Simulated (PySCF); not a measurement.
**Bond curve of CaMg**

Set-up: basis Ca def2-SVPD, Mg def2-SVPD; no relativity; PySCF 2.14. Energies in eV from Ca + Mg in their ground configurations at the same level. State: triplet, unpaired electrons σ ↑, π ↑, a second solution, started from another occupation.

All columns are PBE0. A positive dipole means Ca(−)Mg(+).

```
R (Å)  E (eV)  μ (D)  Mulliken charge on Ca (basis-dependent)  HOMO (eV)  LUMO (eV)  Mayer bond order  ⟨S²⟩
3.357   0.818  -2.10                                     0.05      -2.97      -2.53              1.21  2.02
3.513   0.895  -2.17                                     0.05      -2.91      -2.61              1.13  2.02
3.669   0.986  -2.17                                     0.04      -2.87      -2.68              1.04  2.01
3.786   1.058  -2.13                                     0.03      -2.85      -2.72              0.96  2.01
3.903   1.130  -2.04                                     0.03      -2.83      -2.75              0.87  2.01
4.020   1.198  -1.92                                     0.02      -2.82      -2.77              0.78  2.01
4.176   1.280  -1.73                                     0.01      -2.81      -2.78              0.66  2.01
4.371   1.369  -1.47                                     0.00      -2.81      -2.78              0.51  2.00
4.606   1.454  -1.18                                    -0.01      -2.81      -2.76              0.37  2.00
4.918   1.535  -0.86                                    -0.01      -2.81      -2.71              0.24  2.00
```
